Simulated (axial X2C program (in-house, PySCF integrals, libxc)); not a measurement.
The numbers below are computed, except where a source is named.
## SnF: input and output

Program: an in-house all-electron X2C program for linear molecules (integrals from PySCF).

Input file and command:
```json
{"zs": [50, 9], "q": 0, "bas": ["dyall-cv3z", "dyall-av3z"], "levels": ["PBE0", "HF", "B3LYP"], "cc": true, "r0": 2.04, "thr": -2.0, "nmax": 110, "npts": 10, "nst": 2, "ntry": 8}
```
```bash
python so2c.py task.json out
```

Keys: zs atomic numbers; q charge; bas basis sets; levels methods; cc coupled cluster on or off; r0 starting distance in Å; thr threshold in hartree for freezing inner shells (an s shell follows its p shell); nmax most natural virtual spinors; npts points on the curve; nst determinants followed; ntry starts of the search. HF also brings MP2.

Output of the HF step, two-component, at R = 1.955 Å for the state Ω = 1/2. It starts from PBE0 orbitals of this distance.

```
two-component X2C + atomic mean field  HF
basis functions 183  fitting functions 924  grid points 5079
iter        total energy     max residual
   1      -6270.813950632     2.63e-01
   2      -6270.841998791     6.35e-03
   3      -6270.842993048     4.04e-03
   4      -6270.843227322     1.38e-03
   5      -6270.843281086     6.55e-04
   6      -6270.843292470     3.74e-04
   7      -6270.843295880     1.99e-04
   8      -6270.843297690     8.73e-05
   9      -6270.843298060     2.90e-05
  10      -6270.843298103     7.82e-06
  11      -6270.843298107     4.28e-06
  12      -6270.843298109     3.02e-06
  13      -6270.843298109     1.14e-06
converged
one-electron -8866.38724381  Coulomb 2651.32945465  exact exchange -174.06492199  xc functional 0.00000000  nuclear repulsion 121.80549612  atomic mean-field constant -3.52608307
correlated 21  virtual 257  natural virtual 110  E(MP2) -0.801454582  MP2 remainder -0.074231052
iter   CCSD correlation   residual
   1     -0.677730756   1.43e-01
   2     -0.691937501   6.08e-02
   3     -0.695422933   2.05e-02
   4     -0.695403720   8.09e-03
   5     -0.695362493   2.40e-03
   6     -0.695385404   1.03e-03
   7     -0.695390338   3.66e-04
   8     -0.695386003   1.25e-04
   9     -0.695390624   4.43e-05
  10     -0.695389420   1.62e-05
  11     -0.695389648   6.47e-06
  12     -0.695389548   3.13e-06
  13     -0.695389509   1.52e-06
  14     -0.695389503   7.34e-07
(T) -0.017647623  T1 0.0213  D1 0.0532  max T2 0.075
```
Energies are in hartree; totals compare only within one Hamiltonian and basis. T1 in the output is the amplitude norm over the root of the electron number; divide by √2 for the Lee–Taylor value.
